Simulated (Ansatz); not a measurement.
`NB(N)F` + H–F → `NB(F)F` + NH₃ at 600 K and 1 bar (ligand exchange at a B–N bond).

Gas-phase electronic energies from Ansatz, PBE0-D4/def2-TZVP geometries. CBS: MP2 limit from def2 TZ/QZ plus the TZ coupled-cluster correction, frozen cores. This one scheme is used for every species. One conformer a species, not always the lowest.

| species | CCSD(T)/CBS energy (Eh) | H − E (kJ/mol) | S (J/(mol·K)) |
| --- | --- | --- | --- |
| `NB(N)F` | -236.55523 | 205.4 | 356.6 |
| H–F | -100.39570 | 42.3 | 194.0 |
| `NB(F)F` | -280.46129 | 134.4 | 326.3 |
| NH₃ | -56.50880 | 112.4 | 219.5 |

H − E and S are ideal-gas, rigid-rotor, harmonic terms from PBE0-D4/def2-TZVP, for one conformer and one mirror image of each species. 1 Eh = 2625.50 kJ/mol, R = 8.31446 J/(mol·K).

By hand: ΔE, ΔH, ΔS and ΔG.

ΔE = (-280.46129) + (-56.50880) − (-236.55523) − (-100.39570) = -0.01916 Eh = -50.3 kJ/mol. Δ(H − E) = 134.4 + 112.4 − 205.4 − 42.3 = -0.9, so ΔH = -51.2 kJ/mol. ΔS = 326.3 + 219.5 − 356.6 − 194.0 = -4.8 J/(mol·K). ΔG = -51.2 − 600 × (-4.8)/1000 = -48.3 kJ/mol.

By hand: the equilibrium constant, and the temperature at which ΔG would vanish if ΔH and ΔS stayed fixed.

log₁₀ K = −ΔG/(RT ln 10) = 4.2. ΔG = 0 at ΔH/ΔS = 10667 K, far beyond where these terms or the molecules hold.

The number of gas molecules stays the same, so ΔS is small and ΔH decides. A doubt of 5 kJ/mol in ΔE shifts log₁₀ K by 0.4 here. Other conformers and mirror images would add mixing entropy, several J/(mol·K) or more a flexible species. These are equilibria of isolated gas molecules and say nothing of rates. Largest T1 diagnostic: 0.011 (customary marks: 0.02 for closed shells, 0.045 for open ones).
